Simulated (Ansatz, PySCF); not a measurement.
Molecule: sum formula BNH, charge -1, multiplicity 1. 
Coordinates optimised at B3LYP-D3(BJ)/def2-TZVP (Ansatz, an electronic-structure program):
```xyz
3

B      0.0000     0.0000    -0.5880
N      0.0000     0.0000     0.6732
H      0.0000     0.0000    -1.7723
```
Charge -1, spin multiplicity 1.

Total electronic energies in hartree. Valence correlation only, unless marked. Spin-orbit coupling is left out. Non-relativistic unless marked X2C. Basis-set limits of correlation are two-point, X^-3; Hartree-Fock from the larger set. [CCSD(T)-MP2]/basis is that difference in the basis named.

```tsv
level	program	energy (Eh)
HF/def2-QZVPPD	Ansatz	-79.70917
RI-HF/cc-pVQZ	Ansatz	-79.70679
M06-L/def2-TZVPD	PySCF	-80.21003
LC-wPBE/def2-TZVPD	Ansatz	-80.15368
MP2/def2-QZVPP	Ansatz	-80.05341
RI-MP2/CBS(aug-cc-pVTZ,aug-cc-pVQZ)	Ansatz	-80.0708
RI-MP2/CBS(def2-TZVPPD,def2-QZVPPD)	Ansatz	-80.0688
SCS-MP2/STO-3G	Ansatz	-78.62929
CCSD/aug-cc-pVQZ	Ansatz	-80.05447
CCSD/def2-QZVPPD	Ansatz	-80.05242
CCSD(T)/STO-3G	Ansatz	-78.64015
CCSD(T)/cc-pwCVTZ	Ansatz	-80.04903
X2C-CCSD(T)/cc-pVTZ-DK	Ansatz	-80.07848
RI-MP2/CBS(aug-cc-pVTZ,aug-cc-pVQZ)+[CCSD(T)-MP2]/aug-cc-pVQZ	Ansatz	-80.0881
CCSD(T)/CBS(aug-cc-pVTZ,aug-cc-pVQZ)	Ansatz	-80.0861
```

Totals of different functionals don't rank their quality; only differences between species are comparable.
